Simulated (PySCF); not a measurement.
**Worked example: chemical shift, span and skew from a shielding tensor**

B(F)(vinyl)(NH2) (C2H5BFN), SMILES C=CB(N)F. Atoms are numbered in the order given.

```xyz
10

B     -0.3695     0.1762     0.3211
F     -1.7019     0.2826     0.5026
C      0.1598    -0.8558    -0.7306
C      1.3591    -0.7908    -1.3267
H     -0.5137    -1.6714    -1.0258
H      1.6884    -1.5211    -2.0738
H      2.0715     0.0131    -1.1049
N      0.4627     1.0007     1.0880
H      0.0948     1.6816     1.7418
H      1.4721     0.9483     1.0609
```
Charge 0, spin multiplicity 1.

The structure is a stationary point at B3LYP-D3(BJ)/def2-SVP. The structure was generated by enumeration, and PubChem lists no compound with its InChIKey, so it may never have been made. Other conformers were not sampled.

GIAO shieldings from PBE/pcSseg-1 (PySCF), non-relativistic, no solvent. The symmetric part of the tensor of N8 has the principal values 115.6, 204.2, 237.2 ppm. The same nucleus in NH3 has σ = 267.0 ppm at this level (PySCF, at its B3LYP-D3(BJ)/def2-TZVP geometry).

Task: Work out the isotropic shielding, the ¹⁵N shift against NH3, the span and the skew.

Result: 
σ(iso) = (σ11 + σ22 + σ33)/3 = 185.7 ppm. δ = σ(ref) − σ(iso) = 267.0 − (185.7) = 81.3 ppm.
Span Ω = σ33 − σ11 = 121.6 ppm. Skew κ = 3(σ(iso) − σ22)/Ω = -0.46. Tumbling in solution averages the tensor to δ; in a static solid the shielding alone would spread this spin-1/2 line over Ω.
